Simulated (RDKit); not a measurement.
RDKit input (UFF):

```python
from rdkit import Chem
from rdkit.Chem import AllChem, rdDetermineBonds

mol = Chem.MolFromXYZFile('mol.xyz')
rdDetermineBonds.DetermineBonds(mol, charge=-1)
print('SMILES', Chem.MolToSmiles(Chem.RemoveHs(mol)))
ff = AllChem.UFFGetMoleculeForceField(mol)
e0 = ff.CalcEnergy()
flag = ff.Minimize(maxIts=5000, forceTol=1e-5)
print(f'energy {e0:.4f} -> {ff.CalcEnergy():.4f} kcal/mol, converged: {flag == 0}')
print(Chem.MolToXYZBlock(mol))
```
mol.xyz:
```
11

C     -2.03486300     0.04237300     0.31563000
Si    -0.60133000    -1.03539600     0.05072100
B      0.86235000     0.38553800    -0.12279600
O      2.17261800     0.33137800    -0.59077000
O      0.39833200     1.57990000     0.31838800
H     -2.40106000     0.54849600    -0.58467800
H     -2.87373500    -0.36718100     0.88315600
H     -0.44530300    -2.08499600    -1.05689500
H     -0.32404200    -1.88621300     1.26583100
H      2.35843600    -0.56168000    -0.89145200
H     -0.56583800     1.37495900     0.57319500
```

Output:

```
SMILES [H]/[O+]=[B-](/O)[SiH2][CH2-]
energy 66.4356 -> 0.3536 kcal/mol, converged: True
11

C     -1.993156   -0.508919   -0.952881
Si    -0.574219   -1.092016    0.110350
B      0.604960    0.409463    0.494381
O      1.725197    0.722889   -0.424736
O      0.367897    1.208893    1.548571
H     -1.597373   -0.095561   -1.903275
H     -2.559468    0.278375   -0.414158
H      0.177521   -2.134262   -0.604029
H     -1.098386   -1.638961    1.370482
H      1.900547    0.147127   -1.238812
H     -0.407954    1.030150    2.174437
```

The dipole moment of an ion depends on the origin.

The geometry given is a B3LYP-D3(BJ)/def2-TZVP minimum.
